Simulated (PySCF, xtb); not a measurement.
SnClI₃, SMILES [Cl][Sn]([I])([I])[I].

GFN2-xTB (xtb) at its own geometry gives an orbital gap of 1.42 eV and a dipole moment of 2.42 D.

Coordinates come from a B3LYP-D3(BJ)/def2-SVP optimisation. The def2 effective core potentials stand for the cores of I, Sn; spin–orbit coupling is left out.

### Question
What does PBE0/def2-TZVP in PySCF give? (An estimate is asked for; the answer gives what the named calculation found.)

### Answer
gap 4.14 eV (levels -8.05 and -3.91 eV), dipole 1.22 D.
